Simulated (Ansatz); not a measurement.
A nudged elastic band was laid between two geometries of CH4AlClO (8 atoms, charge 0, multiplicity 1).

The calculation used RKS B3LYP-D4/def2-SVP (Ansatz).

```yaml
movable_images: 5
climbing_image: yes
spring: 5.0 eV/Å²
optimiser: quadratic models (default)
start_path: IDPP
force_threshold: 0.05 eV/Å
iteration_limit: 60
end_points: relaxed
```

Initial state:

```xyz
8
Properties=species:S:1:pos:R:3
C 0.143 1.271 0.266
O 0.594 0.040 -0.226
Al 0.083 -1.554 -0.429
Cl -1.856 -2.097 0.204
H 0.150 2.030 -0.536
H -0.884 1.213 0.673
H 0.809 1.629 1.071
H 1.055 -2.589 -1.079
```

Final state:

```xyz
8
Properties=species:S:1:pos:R:3
C -0.290 1.264 -0.111
O 0.154 0.037 -0.620
Al 0.436 -1.550 -0.122
Cl 0.068 -2.072 1.889
H 0.491 2.036 -0.234
H -1.185 1.607 -0.662
H -0.550 1.210 0.962
H 0.967 -2.590 -1.159
```

**Question.** Which bonds break or form, and what moves?

**Answer.** No bond is made or broken. The dihedral H7–C1–O2–Al3 goes from 121 to 0°. The two ends are copies of one structure, up to a mirror image or an exchange of like atoms.

**Question.** Give the energies along the band, and the barrier.

**Answer.** The run converged. The highest image is number 3 of 0 to 6, 0.018 eV above the ends, which have the same energy within 2 meV. A vibrational analysis at the climbing image gives one clearly imaginary mode, 59i cm⁻¹: a first-order saddle point.

| image | path coordinate (Å) | energy (eV) | dihedral H7–C1–O2–Al3 (°) |
| --- | --- | --- | --- |
| 0 | 0.00 | 0.000 | 121 |
| 1 | 0.51 | 0.004 | 102 |
| 2 | 1.02 | 0.013 | 81 |
| 3 | 1.54 | 0.018 | 60 |
| 4 | 2.05 | 0.013 | 39 |
| 5 | 2.56 | 0.005 | 19 |
| 6 | 3.07 | 0.000 | 0 |

**Question.** What is the geometry of the highest image?

**Answer.** 
```xyz
8
Properties=species:S:1:pos:R:3
C -0.081 1.308 0.005
O 0.357 0.080 -0.506
Al 0.265 -1.579 -0.225
Cl -0.850 -2.290 1.418
H 0.307 2.132 -0.621
H -1.184 1.381 0.019
H 0.271 1.473 1.040
H 1.007 -2.562 -1.186
```

Time of the run: 50 s on 1 CPU thread of a shared host.
